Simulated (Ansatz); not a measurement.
Gas-phase electronic energies from Ansatz, PBE0-D4/def2-TZVP geometries. CCSD(T)/CBS is the MP2 limit (def2-TZVPP, def2-QZVPP) plus CCSD(T) − MP2 in def2-TZVPP, frozen cores. This one scheme is used for every species. DFT in def2-TZVPP. B3LYP here is the variant with VWN-RPA as its local correlation; programs differ in this. One conformer a species, not always the lowest.

Consider the ligand exchange at a B–C bond: `BCN=C=C` + `OCO` → `BOCO` + `C=C=NC`.

| level | ΔE (eV) |
| --- | --- |
| B3LYP | -1.48 |
| MP2/def2-TZVPP | -1.46 |
| HF/def2-QZVPP | -1.49 |
| MP2/CBS(def2) | -1.43 |

What does CCSD(T)/CBS give? (Best estimate.)

The calculation gave: -1.43 eV. The listed levels differ from it by -0.05, -0.03, -0.06, 0.00 eV.

Largest T1 diagnostic among the species: 0.014.
